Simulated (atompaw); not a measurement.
## How hard is this Hg (Z = 80) PAW (atompaw) potential?

atompaw 4.2.0.5 input, output lines left out:

```
Hg 80
LDA-PW scalarrelativistic loggrid 2001 logderivrange -10 5 376
6 6 5 4 0 0
6 0 0.5
6 1 0
0 0 0
c
c
c
c
c
v
c
c
c
c
v
c
c
v
v
3
2.40 2.35 1.75 2.30
y
2.8
n
y
1.9
n
y
-1.2
n
y
-5.6
n
custom polynom vanderbiltortho sinc
bessel
2.40
2.40
2.40
2.40
1.45
1.45
1.05
1.05
```

The pseudo-atom Hamiltonian at the reference potential is diagonalised in spherical Bessel functions j_l(qr) that vanish at 20 bohr, with q² up to the cutoff. All-electron valence levels (Ry): 6s -1.4240, 6p -0.8298, 5d -1.7630, 4f -8.1147.

Question: How do the lowest levels (Ry) of each channel move with the cutoff, and are there ghosts?

Answer:

| cutoff (Ry) | s #1 | s #2 | s #3 | p #1 | p #2 | p #3 | d #1 | f #1 | Σ f·Δε (mRy) |
| --- | --- | --- | --- | --- | --- | --- | --- | --- | --- |
| 8 | -1.4227 | -0.4137 | -0.1889 | -0.8268 | -0.2801 | -0.1301 | -0.8383 | -0.1542 | 120694.9 |
| 25 | -4.3029 | -1.4240 | -0.4140 | -1.4454 | -0.8298 | -0.2808 | -1.6718 | -0.1554 | 112343.0 |
| 50 | -4.3543 | -1.4240 | -0.4140 | -1.4613 | -0.8298 | -0.2808 | -1.7619 | -6.1033 | 28170.7 |
| 100 | -4.3578 | -1.4240 | -0.4140 | -1.4629 | -0.8298 | -0.2808 | -1.7630 | -8.0967 | 252.4 |
| 180 | -4.3580 | -1.4240 | -0.4140 | -1.4629 | -0.8298 | -0.2808 | -1.7630 | -8.1130 | 23.1 |
| 400 | -4.3580 | -1.4240 | -0.4140 | -1.4629 | -0.8298 | -0.2808 | -1.7630 | -8.1147 | 0.0 |

Result: ghost states, extra bound levels that the all-electron valence spectrum of the same l lacks: s at -59.3 eV, p at -19.9 eV (a true bound ghost makes a file unfit for plane-wave use); 10 mRy is reached at 230 Ry and 1 mRy at over 300 Ry.
